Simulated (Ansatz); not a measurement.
Abstraction of H: GeH3(SnH3) + C2H6Sb → GeH3(SnH2) + C2H7Sb

Gas-phase species: GeH3(SnH3), singlet; C2H6Sb `C[CH2][SbH]`, doublet; GeH3(SnH2), doublet; C2H7Sb `C[CH2][SbH2]`, singlet. A radical takes H: the energy is the difference in strength between the Sn–H bond broken and the Sb–H bond made.

Shapes, held fixed at every level: PBE0-D4/def2-TZVP. Flexible molecules stand in one conformer, not always the lowest. Programs: Ansatz 0.2.0. The zero-point and thermal change to 298 K, harmonic and unscaled (PBE0-D4/def2-TZVP), is +0.1 kJ/mol.

| level | kind | ΔH(298 K) (kJ/mol) | less CCSD(T)/def2-TZVPP |
| --- | --- | --- | --- |
| HF/def2-SVP | Hartree–Fock | +41.3 | +9.6 |
| HF/def2-TZVPP | Hartree–Fock | +40.4 | +8.7 |
| SPW92/def2-TZVPP | LDA | +19.6 | -12.1 |
| r2SCAN-D4/def2-TZVPP | meta-GGA | +25.7 | -6.0 |
| wB97X-V/def2-TZVPP | range-separated hybrid | +33.1 | +1.4 |
| B2PLYP/def2-TZVPP | double hybrid | +29.7 | -2.0 |
| CCSD/def2-SVP | coupled cluster or CI | +34.0 | +2.3 |
| CCSD(T)/def2-TZVPP | coupled cluster or CI | +31.7 | 0.0 |

The highest level, CCSD(T)/def2-TZVPP, gives ΔH(298 K) = +31.7 kJ/mol; the levels span +19.6 to +41.3. The column of differences is taken from that level and isn't an error. No measured value is set beside it here. Open shells run unrestricted. For atoms past krypton def2 sets carry core potentials with scalar relativity. Relativity is left out for Ge. Outer-core shells of Ge, Sb, Sn are correlated, in sets that cover them unevenly.
